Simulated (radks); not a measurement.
The numbers below are computed, except where a source is named.
Excited configurations of the iridium ion Ir+: one electron is placed in a higher orbital outside [Xe] 4f14 5d7. The ground configuration is [Xe] 4f14 5d7 6s1. Level of theory: Dirac Kohn-Sham, LDA (Slater exchange, Perdew-Wang correlation), spin-unpolarised, spherical densities, point nucleus; open shells are shared between the two j in proportion to 2j + 1 (a radial shooting solver on a logarithmic mesh with Libxc functionals). Excitation = E - E(ground); binding = E(ion) - E, where the ion is the core of charge +2; n* = 2/sqrt(2 binding) in atomic units, and the quantum defect is n - n*. Eigenvalue and <r> are those of j = l + 1/2.

| outer orbital | excitation (eV) | binding (eV) | n* | <r> (bohr) |
|---|---|---|---|---|
| 5f | 14.282 | 3.563 | 3.908 | 8.375 |
| 6p | 6.497 | 11.349 | 2.190 | 3.617 |
| 6d | 12.250 | 5.595 | 3.119 | 6.094 |
| 6f | 15.422 | 2.423 | 4.739 | 14.29 |
| 7s | 10.995 | 6.850 | 2.819 | 6.211 |
| 7p | 12.604 | 5.241 | 3.222 | 7.805 |
| 7d | 14.521 | 3.324 | 4.046 | 11.39 |
| 7f | 16.115 | 1.730 | 5.609 | 21.65 |

The Delta-SCF ionisation energy is 17.845 eV (NIST Atomic Spectra Database: 17.0 eV, semi-empirical). Self-interaction in the functional shifts the binding energies and quantum defects, so they are the method's values and not measured ones. Spin polarisation and multiplet splitting are left out, so open shells lie too high by an amount that depends on their filling. Sharing an open shell by 2j + 1 raises it above the true ground level by a part of the spin-orbit splitting, which enters the differences from NIST.

Beside tabulated values, note that spin-unpolarised runs miss the spin-polarisation part of the exchange energy of open shells.
